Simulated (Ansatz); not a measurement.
`FCCC[SiH3]`, relaxed with RKS PBE-D4/def2-SVP in the Gaussian-basis code of Ansatz from a rough embedded geometry. The force threshold is 0.03 eV/Å; the program also tests the step.

Total charge 0; spin multiplicity 1.

Start:

```xyz
14

F    -1.606   -1.900   -0.601
C    -1.640   -0.665   -1.055
C    -0.829    0.150   -0.090
C     0.668   -0.185   -0.088
Si    1.753    0.711    1.110
H    -2.686   -0.329   -1.104
H    -1.223   -0.604   -2.078
H    -1.248    0.120    0.885
H    -0.947    1.260   -0.389
H     0.679   -1.297    0.223
H     1.040   -0.167   -1.061
H     1.222    0.616    2.494
H     1.715    2.098    0.708
H     3.100    0.191    1.045
```

By how much does the energy fall, and how many steps does the optimiser take? (Best estimate.)

The calculation gave: 50.53 kJ/mol, in 4 steps.

Which bonds change most? (Best estimate.)

Ansatz gave: F1–C2 from 1.317 to 1.391 Å; C4–H11 from 1.042 to 1.113 Å; Si5–H13 from 1.444 to 1.508 Å; Si5–H14 from 1.445 to 1.506 Å.

Give the relaxed structure. (Estimate.)

Ansatz gave: 
```xyz
14

F    -1.637   -1.993   -0.635
C    -1.673   -0.664   -1.045
C    -0.817    0.195   -0.127
C     0.653   -0.246   -0.088
Si    1.740    0.726    1.124
H    -2.733   -0.323   -1.037
H    -1.300   -0.615   -2.095
H    -1.255    0.159    0.895
H    -0.906    1.252   -0.464
H     0.702   -1.321    0.188
H     1.108   -0.169   -1.101
H     1.210    0.596    2.528
H     1.755    2.190    0.764
H     3.155    0.212    1.093
```
